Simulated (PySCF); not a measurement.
**Static response to an electric field**

C6H8O2S.
Geometry (PBE0-D3(BJ)/def2-SVP, Å), atoms numbered from 1 in this order:
```
atom  x, y, z in Å
C1     2.3884    0.6878   -0.7833
S2     1.6148   -0.6942    0.0402
O3     1.7359   -1.8526   -0.8408
O4     2.1226   -0.7235    1.4088
C5    -0.0919   -0.2472    0.1072
C6    -0.7200    0.1502    1.2335
C7    -2.1568    0.3758    0.8982
C8    -2.2439    0.0542   -0.5612
C9    -1.0288   -0.3207   -1.0129
H10    3.4526    0.4217   -0.8477
H11    1.9613    0.8030   -1.7875
H12    2.2503    1.5900   -0.1752
H13   -0.2569    0.2665    2.2132
H14   -2.4734    1.4107    1.1271
H15   -2.8182   -0.2729    1.5035
H16   -3.1646    0.1035   -1.1437
H17   -0.7648   -0.6464   -2.0191
```

Level: PBE0/def2-SVPD (PySCF), static field, nuclei fixed, core orbitals frozen in the response. The polarisability tensor in these axes (au):

```
x   114.92  -6.70  -5.58
y    -6.70  76.01   4.55
z    -5.58   4.55  93.00
```

**Question.** Give the principal values, the mean and the anisotropy Δα = √{½[(α1 − α2)² + (α2 − α3)² + (α1 − α3)²]}.

**Answer.** Principal values 74.17, 92.11 and 117.64 au; mean 94.64 au = 14.02 Å³ = 15.60 × 10⁻⁴⁰ C²·m²/J; Δα = 37.84 au (40 % of the mean).

**Question.** What is the dipole moment, and where does it point?

**Answer.** (-3.22, 4.19, -0.93) D, 5.36 D in size, pointing from the negative to the positive side. Measured along this direction, the outermost atoms are O3 at the negative end and H14 at the positive end.

**Question.** Find the Langevin capture rate constant for NH4+ (18.034 u) meeting this molecule (144.025 u), k = 2.342 × 10⁻⁹ cm³/s × √(α in Å³ / reduced mass in u).

**Answer.** The reduced mass is 16.03 u, so k = 2.19 × 10⁻⁹ cm³/s. The formula leaves out the permanent dipole, which adds to the capture rate.

**Question.** In a dilute gas of rigid molecules at 273 K, how does the orientational term μ²/3kT compare with the electronic polarisability?

**Answer.** In Gaussian units μ²/3kT = 254.09 Å³ against 14.02 Å³, a ratio of 18.12; the Debye molar polarisation (4π/3)N_A(α + μ²/3kT) is 676.3 cm³/mol, leaving out the vibrational part.

**Question.** What molar refraction does this α imply?

**Answer.** Lorentz–Lorenz: R = (4π/3)N_A α = 2.5225 cm³/(mol·Å³) × 14.02 Å³ = 35.4 cm³/mol, in the limit of long wavelengths.

**Question.** Give the principal axes and the span of the nuclei along them.

**Answer.** Largest value along (0.95, -0.18, -0.25), where the nuclei span 6.43 Å; middle along (0.28, 0.15, 0.95), 4.30 Å; least along (0.13, 0.97, -0.20), 3.28 Å. The response follows the extents in order.

Geometry: PBE0-D3(BJ)/def2-SVP, one conformer, isolated molecule.

The run behind these numbers computed excited states as well. The run took about 90 s of CPU time (one thread, shared machine).
